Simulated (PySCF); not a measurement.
## Spinor energies of Pr³⁰⁺ (praseodymium, charge +30)

Start: [Ar] 3d10 4s1; 4s1/2 filled at m_j = +1/2. Calculated with PySCF 2.14 in an uncontracted even-tempered set (17 s from 2.8 bohr⁻², ratio 2.8; 13 p from 3.6 bohr⁻², ratio 2.8; 8 d from 6.4 bohr⁻², ratio 2.8; 4 f from 15 bohr⁻², ratio 3): generalised Hartree-Fock with the X2C-1e Hamiltonian and a Gaussian nucleus; one run each with spin-orbit coupling (SO) switched off, then screened by Boettger's factors.

```tsv
spinor shell	electrons	ε, spin-free (eV)	ε, screened SO (eV)	weight of nominal j (screened SO)	rms radius, screened SO (bohr)
1s1/2	2	-43295.5	-43289.9	1.000	0.0275
2s1/2	2	-7970.6	-7969.0	1.000	0.111
2p1/2	2	-7242.3	-7581.8	1.000	0.0956
2p3/2	4	-7242.3	-7093.7	1.000	0.101
3s1/2	2	-2540.6	-2540.2	1.000	0.286
3p1/2	2	-2303.7	-2375.2	1.000	0.277
3p3/2	4	-2303.7	-2272.1	1.000	0.289
3d3/2	4	-1981.5	-1994.6	1.000	0.258
3d5/2	6	-1981.5	-1972.5	1.000	0.261
4s1/2	1	-1160.3	-1160.2	1.000	0.612
```

| quantity | spin-free | screened SO |
| --- | --- | --- |
| E (hartree) | -8757.34911 | -8761.52615 |
| M_J | 1/2 | 1/2 |
| ⟨J²⟩ | 0.750 | 0.750 |
| ⟨L²⟩ | 0.000 | 0.023 |
| ⟨S²⟩ | 0.750 | 0.773 |

Each row is a mean over spinors that exchange with the open shell spreads, by up to 4.109 eV (3s1/2).

Breit and QED terms are absent; they matter most for the inner s and p1/2 levels.

Densities and radii are taken from the X2C orbitals without a picture-change correction, which distorts them close to the nucleus.

Without spin-orbit coupling the j labels of p, d and f shells carry no meaning; the spin-free column gives the mean over the occupied spinors of each nl shell.
